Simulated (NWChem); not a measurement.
# What each level costs for CCl2

```xyz
3

Cl     1.4022     0.0000     0.1491
C      0.0000     0.0000    -0.8450
Cl    -1.4022     0.0000     0.1491
```
Charge 0, spin multiplicity 1.

All runs are NWChem calculations. The geometry was optimised at PBE0/def2-SVP, a minimum by its harmonic frequencies.

Basis set: cc-pVDZ (50 functions). Each entry is one whole single-point run; the coupled-cluster runs use the TCE module, and the SCF and DFT modules converge to different thresholds.

The correlated methods keep 11 core orbitals frozen. B3LYP has NWChem's definition, with VWN1-RPA local correlation. The structure started from a generated list of species.

Task: Roughly how much processor time does each of these take, relative to RHF: MP2, RI-MP2, B2PLYP, PBE, B3LYP, LDA (SVWN5), CR-CCSD(T)?

Result: RI-MP2 about the same, within a factor of 3; LDA (SVWN5) about the same, within a factor of 3; PBE about the same, within a factor of 3; B3LYP about the same, within a factor of 3; MP2 about the same, within a factor of 3; B2PLYP about 4; CR-CCSD(T) about 6 (rough ratios from shared machines).
